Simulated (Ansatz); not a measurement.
One change: `N#CCBr` becomes `N#CCCO`.

Ansatz, PBE0-D4/def2-TZVP geometries, multiplicity 1. Each molecule was computed in one conformer, which needn't be the lowest.

Scalar relativity is left out up to krypton.

| property | `N#CCBr` |
| --- | --- |
| zero-point energy (PBE0-D4/def2-TZVP) / kJ/mol | 96.1 |
| ideal-gas entropy at 298 K and 1 bar (rigid rotor, harmonic PBE0-D4/def2-TZVP) / J/(mol·K) | 297 |
| HOMO energy (B3LYP/def2-TZVPP) / eV | -8.48 |
| HOMO–LUMO gap (ωB97M-V/def2-TZVPP) / eV | 11.68 |
| HOMO–LUMO gap (PBE0/def2-TZVPP) / eV | 7.28 |
| size of the dipole moment (ωB97M-V/def2-TZVPP) / D | 3.32 |

Question: Give the same properties after the change, and the shifts. (An estimate is asked.)

Answer: The calculation gave: 
| property | `N#CCCO` | shift |
| --- | --- | --- |
| zero-point energy (PBE0-D4/def2-TZVP) / kJ/mol | 209.2 | 113.1 |
| ideal-gas entropy at 298 K and 1 bar (rigid rotor, harmonic PBE0-D4/def2-TZVP) / J/(mol·K) | 312 | 15 |
| HOMO energy (B3LYP/def2-TZVPP) / eV | -8.40 | 0.08 |
| HOMO–LUMO gap (ωB97M-V/def2-TZVPP) / eV | 12.87 | 1.19 |
| HOMO–LUMO gap (PBE0/def2-TZVPP) / eV | 8.99 | 1.71 |
| size of the dipole moment (ωB97M-V/def2-TZVPP) / D | 3.53 | 0.21 |

With PBE0 the HOMO rises by 0.09 eV and the LUMO rises by 1.80 eV, so the gap widens by about 1.71 eV. PBE moves the HOMO by 0.41 eV and ωB97M-V by -0.04 eV. The zero-point energy changes by 113.1 kJ/mol with +12 modes. Dipoles are sizes alone; their direction can turn.

B3LYP here is the variant with VWN-RPA as its local correlation; programs differ in this.

Spin–orbit coupling is left out; it splits and shifts lone-pair levels of the heavy atoms by tenths of an eV.
